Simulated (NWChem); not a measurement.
System: CH6Ti; SMILES [CH3][TiH3]

```xyz
8

Ti     0.0000     0.0000    -0.5039
C      0.0000     0.0000     1.5030
H     -0.3114     0.9991     1.8581
H      1.0210    -0.2300     1.8579
H     -0.7096    -0.7692     1.8579
H     -0.4769     1.5365    -1.0422
H      1.5691    -0.3552    -1.0421
H     -1.0922    -1.1813    -1.0420
```
Atoms are numbered in this order, from 1.

Coordinates come from a PBE0/def2-SVP optimisation.

### Question
List the 4 lowest vertical singlet excitations from PBE/6-31G* (spherical d), TDA (NWChem).

### Answer
```json
[
 {"state": "S1", "energy (eV)": "3.38", "oscillator strength": "0.000", "leading excitation (squared amplitude)": "HOMO → LUMO (0.63)"},
 {"state": "S2", "energy (eV)": "3.38", "oscillator strength": "0.000", "leading excitation (squared amplitude)": "HOMO → LUMO+1 (0.63)"},
 {"state": "S3", "energy (eV)": "3.43", "oscillator strength": "0.000", "leading excitation (squared amplitude)": "HOMO−2 → LUMO (0.49)"},
 {"state": "S4", "energy (eV)": "3.68", "oscillator strength": "0.000", "leading excitation (squared amplitude)": "HOMO → LUMO+1 (0.36)"}
]
```
